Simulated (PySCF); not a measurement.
Compound: C8H9O (doublet state).
Structure used (GFN2-xTB), in Å, numbered top down from 1:
```xyz
18
C8H9O angstrom
O      3.282    0.110    1.449
C      2.309    0.028    0.741
C      2.135   -0.826   -0.441
C      0.939   -0.630   -0.992
C      0.104    0.361   -0.243
C     -1.188   -0.294    0.240
C     -2.371    0.509    0.531
C     -2.421   -0.347   -0.653
C      1.014    0.810    0.908
H      2.905   -1.495   -0.783
H      0.552   -1.126   -1.867
H     -0.163    1.199   -0.895
H     -1.003   -1.176    0.845
H     -2.505    1.563    0.648
H     -3.009   -1.254   -0.628
H     -2.396    0.109   -1.639
H      1.228    1.878    0.883
H      0.579    0.587    1.883
```

The hyperfine couplings belong to this conformer and change with its torsions.

Identity: `C1[C@H](CC(C=1)=O)[C@@H]1C[CH]1` [radical].

Method used: UKS B3LYP, pcH-1 on C H O, non-relativistic, mean-field spin-orbit, GIAO in PySCF. One conformer (not necessarily the lowest) at the GFN2-xTB geometry, without solvent, vibrations or thermal averaging. A GFN2-xTB geometry isn't a minimum of the functional, and hyperfine couplings can be far from their values at a DFT geometry. No stability test was run, so a lower SCF solution isn't excluded.

Task: Give the isotropic g value and a_iso(1H) at H15.

Result: g_iso = 2.00268 and a = +88.66 MHz, or +3.163 mT (Mulliken spin population +0.04).

Task: For one electron spin and this one nucleus (I = 1/2, g_N = 5.5857), compare first-order, second-order and exact resonance fields at 3.216 GHz.

Result: B0 = hν/(g μB) = 114.734 mT and a/B0 = 0.0276. B(1) = B0 − a·mI, B(2) = B(1) − a²[I(I+1) − mI²]/(2B0); the exact values solve the Breit–Rabi equation, nuclear Zeeman term included.

| mI | first order (mT) | second order (mT) | exact (mT) | exact − first order |
| --- | --- | --- | --- | --- |
| −1/2 | 116.316 | 116.294 | 116.294 | -0.021 |
| +1/2 | 113.153 | 113.131 | 113.131 | -0.022 |

Task: Someone takes the midpoint and the distance of the outer exact lines at face value. What g and a result?

Result: Their midpoint, 114.713 mT, gives an apparent g of 2.00306 (true 2.00268), and their distance over 2I an apparent |a| of 3.164 mT (true 3.163).

Task: What levels remain at zero field?

Result: F = I ± 1/2 = 1 and 0, at a·I/2 = +22.2 MHz and −a(I+1)/2 = -66.5 MHz, that is |a|(I + 1/2) = 88.7 MHz apart; F = 0 lies lower.

Other couplings of abundant isotopes, left aside here: 1 × 1H 77 MHz, 1 × 1H 56 MHz, 1 × 1H 16 MHz, 1 × 1H 3 MHz.
